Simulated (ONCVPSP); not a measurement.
cerium (Ce): excitation energies, all-electron against ONCV

```
Element                 : Ce (Z = 58)
Generator               : ONCVPSP 4.0.1
Type                    : optimised norm-conserving Vanderbilt (ONCV)
Functional              : BLYP
Relativity              : scalar-relativistic
Frozen core             : [Kr] 4d10
Valence charge          : 12
Reference configuration : 4f1 5s2 5p6 5d1 6s2
Partial waves           : 5s+6s: rc 2.50 bohr, ncon 5, nbas 9, qcut 4.6 1/bohr, 2 projectors; 5p: rc 1.95 bohr, ncon 4, nbas 9, qcut 4 1/bohr, 1 projector; 5d: rc 2.30 bohr, ncon 5, nbas 8, qcut 4.7 1/bohr, 2 projectors, debl 3.3 Ha; 4f: rc 1.65 bohr, ncon 4, nbas 8, qcut 12.1 1/bohr, 3 projectors, debl 0.5 Ha
Local potential         : polynomial inside 1.60 bohr (lpopt 5, dvloc0 0 Ha)
Core correction         : Teter function, fcfact 4.5, rcfact 1.2
```

Energies are relative to the spin-unpolarised reference configuration 4f1 5s2 5p6 5d1 6s2; without spin polarisation the order of configurations can differ from experiment.

| valence configuration | charge | ΔE all-electron (eV) | error AE − PS (meV) |
| --- | --- | --- | --- |
| 4f1 5s2 5p6 5d1 6s1 | +1 | 5.979 | -1.5 |
| 4f1 5s2 5p6 5d1 6s1.5 | +0.5 | 2.377 | -0.5 |

Task: What are ΔE and the potential's error for 4f1 5s2 5p6 5d1 6s0?

Result: ΔE = 17.138 eV all-electron; the error (AE − PS) is -5.3 meV.

Task: What are ΔE and the potential's error for 4f1 5s2 5p6 5d0 6s0?

Result: ΔE = 36.243 eV all-electron; the error (AE − PS) is +2.9 meV.

Note: no bound ghost flagged; GHOST(+) flagged for s at 47.5 eV.
